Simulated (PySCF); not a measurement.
Isomers of C4H11FOSi2, mass 150.033 u with the commonest isotopes. Method used: PBE0/pcSseg-1 in PySCF (dipole) on a GFN2-xTB geometry, gas phase. One conformer each, none proved a minimum here; rigid rotors.

Question: Order these by radius of gyration √(Σ m r²/M), smallest first.
A. `[CH3:1][O:2][C@@H:3]1[SiH2:4][Si@H:5]([F:6])[C@H:7]1[CH3:8]` with C1–O2–C3–Si4 -174°
B. `[F:1]/[CH:2]=[CH:3]\[O:4][SiH2:5][CH2:6][CH2:7][SiH3:8]` with C2–C3–O4–Si5 2°, C3–O4–Si5–C6 66°, O4–Si5–C6–C7 42°, Si5–C6–C7–Si8 177°
C. `[F:1]/[CH:2]=[CH:3]/[CH2:4][SiH2:5][CH2:6][O:7][SiH3:8]` with C2–C3–C4–Si5 104°, C3–C4–Si5–C6 -53°, C4–Si5–C6–O7 -53°, Si5–C6–O7–Si8 165°

Answer: A (2.152 Å), C (2.353 Å), B (2.450 Å).

Question: Order these by dipole moment, largest first.
A. `[F:1]/[CH:2]=[CH:3]\[O:4][SiH2:5][CH2:6][CH2:7][SiH3:8]` with C2–C3–O4–Si5 2°, C3–O4–Si5–C6 66°, O4–Si5–C6–C7 42°, Si5–C6–C7–Si8 177°
B. `[CH3:1][O:2][C@@H:3]1[SiH2:4][Si@H:5]([F:6])[C@H:7]1[CH3:8]` with C1–O2–C3–Si4 -174°
C. `[O:1]=[C:2]([CH2:3][CH2:4][SiH3:5])[CH2:6][SiH2:7][F:8]` with O1–C2–C3–C4 17°, C2–C3–C4–Si5 -43°, O1–C2–C6–Si7 84°, C2–C6–Si7–F8 69°
D. `[F:1]/[CH:2]=[CH:3]/[CH2:4][SiH2:5][CH2:6][O:7][SiH3:8]` with C2–C3–C4–Si5 104°, C3–C4–Si5–C6 -53°, C4–Si5–C6–O7 -53°, Si5–C6–O7–Si8 165°

Answer: C (3.76 D), B (2.35 D), D (1.28 D), A (0.90 D).

Question: Order these by rotational constant A, smallest first.
A. `[O:1]=[C:2]([CH2:3][CH2:4][SiH3:5])[CH2:6][SiH2:7][F:8]` with O1–C2–C3–C4 17°, C2–C3–C4–Si5 -43°, O1–C2–C6–Si7 84°, C2–C6–Si7–F8 69°
B. `[F:1]/[CH:2]=[CH:3]\[O:4][SiH2:5][CH2:6][CH2:7][SiH3:8]` with C2–C3–O4–Si5 2°, C3–O4–Si5–C6 66°, O4–Si5–C6–C7 42°, Si5–C6–C7–Si8 177°
C. `[CH3:1][O:2][C@@H:3]1[SiH2:4][Si@H:5]([F:6])[C@H:7]1[CH3:8]` with C1–O2–C3–Si4 -174°
D. `[F:1]/[CH:2]=[CH:3]/[CH2:4][SiH2:5][CH2:6][O:7][SiH3:8]` with C2–C3–C4–Si5 104°, C3–C4–Si5–C6 -53°, C4–Si5–C6–O7 -53°, Si5–C6–O7–Si8 165°

Answer: D (1301 MHz), C (1859 MHz), B (2080 MHz), A (2639 MHz).

```json
{"SMILES": "CO[C@@H]1[SiH2][Si@H](F)[C@H]1C", "point group": "C1", "Ia (u·Å²)": "271.81", "Ib (u·Å²)": "500.45", "Ic (u·Å²)": "616.99", "κ": "-0.63", "μa (D)": "1.33", "μb (D)": "0.85", "μc (D)": "1.74"}
{"SMILES": "F/C=C/C[SiH2]CO[SiH3]", "point group": "C1", "Ia (u·Å²)": "388.51", "Ib (u·Å²)": "485.91", "Ic (u·Å²)": "787.00", "κ": "0.21", "μa (D)": "0.75", "μb (D)": "1.02", "μc (D)": "0.13"}
{"SMILES": "F/C=C\\O[SiH2]CC[SiH3]", "point group": "C1", "Ia (u·Å²)": "242.95", "Ib (u·Å²)": "735.59", "Ic (u·Å²)": "822.77", "κ": "-0.90", "μa (D)": "0.43", "μb (D)": "0.45", "μc (D)": "0.65"}
{"SMILES": "O=C(CC[SiH3])C[SiH2]F", "point group": "C1", "Ia (u·Å²)": "191.51", "Ib (u·Å²)": "731.61", "Ic (u·Å²)": "750.09", "κ": "-0.98", "μa (D)": "2.93", "μb (D)": "0.46", "μc (D)": "2.32"}
```
